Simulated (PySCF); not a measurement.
# Polarisability and C₆ of Mo (molybdenum, neutral)

[Kr] 4d5 5s1, high-spin 7S determinant. All numbers are calculated (PySCF 2.14, the spin-free X2C one-electron Hamiltonian (Gaussian nucleus), in aug-cc-pVTZ-DK). Coupled (time-dependent) response in atomic units; α is the mean over directions.

| method | mean α (bohr³) | C₆ (like pair) | S(−4) |
| --- | --- | --- | --- |
| BP86 | 72.08 | 748.5 | 2902 |

S(−4) is the Cauchy moment in α(ω) = α(0) + S(−4) ω² + …

Reference α: 87 ± 6 bohr³ (recommended; Schwerdtfeger and Nagle, table of static dipole polarizabilities (2023 update)). Published C₆: 1030 (Gould and Bucko (2016)).

α(iu) at BP86:

```json
{"u (hartree)": "0", "α(iu) (bohr³)": "72.08"}
{"u (hartree)": "0.0500", "α(iu) (bohr³)": "65.63"}
{"u (hartree)": "0.100", "α(iu) (bohr³)": "52.65"}
{"u (hartree)": "0.200", "α(iu) (bohr³)": "32.45"}
{"u (hartree)": "0.300", "α(iu) (bohr³)": "22.20"}
{"u (hartree)": "0.500", "α(iu) (bohr³)": "13.03"}
{"u (hartree)": "0.750", "α(iu) (bohr³)": "8.192"}
{"u (hartree)": "1.00", "α(iu) (bohr³)": "5.754"}
{"u (hartree)": "1.50", "α(iu) (bohr³)": "3.363"}
{"u (hartree)": "2.00", "α(iu) (bohr³)": "2.219"}
{"u (hartree)": "3.00", "α(iu) (bohr³)": "1.171"}
{"u (hartree)": "5.00", "α(iu) (bohr³)": "0.4852"}
```

A single London oscillator, α(iu) = α/(1 + u²/ω²), gives C₆ = (3/4) ω α². Matching the computed C₆ needs ω = 4 × 748.5 / (3 × 72.08²) = 0.192 hartree.
